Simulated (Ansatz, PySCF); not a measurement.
Cl2Zn, charge -1, doublet, geometry from GFN2-xTB (such geometries of metal compounds can be far from the true shape) (a state made from the parent by changing its charge; the spin is typed, not shown lowest). Base run: PySCF with BHANDHLYP/def2-SVP.

Geometry (Å):
```xyz
3

Zn     0.1853     0.6495     0.3614
Cl     1.2844    -0.2347    -1.6693
Cl    -1.6113    -0.9115     1.0316
```
Charge -1, spin multiplicity 2.
Orbitals are unrestricted.
All else is at PySCF's defaults.

The same geometry, method and basis name were run in Ansatz (a program for electronic structure) and PySCF, at each program's defaults and at the settings that a row names. The base is PySCF at its defaults. Differences at the defaults can come from grids, fitting, cores and function types together.

```csv
code and settings,ΔE vs base (µEh),basis functions,E (Eh),SCF cycles
"PySCF, defaults (exact integrals, its default grid, spherical functions)",0.0,67,-2699.33341,10
"Ansatz, defaults (factorised integrals, its default grid, spherical functions)",3.1,67,-2699.33341,-
"PySCF, density fitting with def2-universal-jkfit",45.5,67,-2699.33337,10
"PySCF, fine grid",-1.0,67,-2699.33342,10
"Ansatz, high accuracy",-2.3,67,-2699.33342,-
```

Open shells are given as the SCF converged; they aren't shown to be the lowest states, and a large step between rows can be another state.
